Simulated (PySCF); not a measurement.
C3H6FIn. Atoms are numbered in the order given.

```xyz
11

In     0.0185     0.1873     0.1264
F      1.2420     1.7327    -0.1389
C     -1.2279     0.4560     1.8724
H     -1.9300    -0.3795     1.9968
H     -1.7849     1.3976     1.7617
H     -0.5776     0.5290     2.7563
C      0.3270    -1.2715    -1.4187
C     -0.3591    -2.4203    -1.4908
H      1.0856    -1.0567    -2.1814
H     -0.1850    -3.1530    -2.2900
H     -1.1304    -2.6974    -0.7622
```

The structure is a stationary point at B3LYP-D3(BJ)/def2-SVP. The structure was generated by enumeration; whether it is a known compound was not checked. The def2 effective core potentials stand for the cores of In; spin–orbit coupling is left out. The values are those of a single conformer.

All values below come from PBE/def2-TZVP in PySCF.

Isolated molecule, no solvent.

| Property | Value |
|---|---|
| total energy | -407.73662 hartree |
| highest occupied level | -6.51 eV |
| lowest empty level | -2.28 eV |
| orbital gap | 4.23 eV |
| dipole moment | 3.52 D |
| quadrupole, principal values (traceless, Buckingham form, about the centre of nuclear charge) | -8.81, 3.87, 4.94 D·Å |
| mean static polarisability | 74.7 bohr³ (11.07 Å³) |
| polarisability, principal values | 49.2, 74.7, 100.2 bohr³ |
